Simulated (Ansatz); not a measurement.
`N=C=[CH][GaH2]` + H₂ → `C=C=N` + `[GaH3]` at 298.15 K and 1 bar (hydrogenolysis of a C–Ga bond).

Program: Ansatz. Geometries: PBE0-D4/def2-TZVP. ΔE: electronic, gas phase. CBS: MP2 limit from def2 TZ/QZ plus the TZ coupled-cluster correction, frozen cores. This one scheme is used for every species. For Ga outer-core shells are correlated without core-valence functions, which leaves a few kJ/mol of doubt a bond. Scalar relativity is left out up to krypton. One conformer a species, not always the lowest.

```
         species  CCSD(T)/CBS energy (Eh)  H − E (kJ/mol)  S (J/(mol·K))
`N=C=[CH][GaH2]`              -2057.09147           144.0          315.7
              H₂                 -1.17544            35.1          130.4
         `C=C=N`               -132.55079           127.2          249.7
        `[GaH3]`              -1925.70545            59.6          218.4
```

H − E and S are ideal-gas, rigid-rotor, harmonic terms from PBE0-D4/def2-TZVP, for one conformer and one mirror image of each species. The MP2-based limit puts H₂ 0.8 mEh under its directly extrapolated value; such offsets cancel only in part. 1 Eh = 2625.50 kJ/mol, R = 8.31446 J/(mol·K).

Problem. By hand: ΔE, ΔH, ΔS and ΔG.

Solution. ΔE = (-132.55079) + (-1925.70545) − (-2057.09147) − (-1.17544) = 0.01067 Eh = 28.0 kJ/mol. Δ(H − E) = 127.2 + 59.6 − 144.0 − 35.1 = 7.7, so ΔH = 35.7 kJ/mol. ΔS = 249.7 + 218.4 − 315.7 − 130.4 = 22.0 J/(mol·K). ΔG = 35.7 − 298.15 × (22.0)/1000 = 29.1 kJ/mol.

Problem. By hand: the equilibrium constant, and the temperature at which ΔG would vanish if ΔH and ΔS stayed fixed.

Solution. log₁₀ K = −ΔG/(RT ln 10) = -5.1. ΔG = 0 at ΔH/ΔS = 1623 K.

ΔH outweighs TΔS. A doubt of 5 kJ/mol in ΔE shifts log₁₀ K by 0.9 here. Other conformers and mirror images would add mixing entropy, several J/(mol·K) or more a flexible species. These are equilibria of isolated gas molecules and say nothing of rates. Largest T1 diagnostic: 0.015 (customary marks: 0.02 for closed shells, 0.045 for open ones).
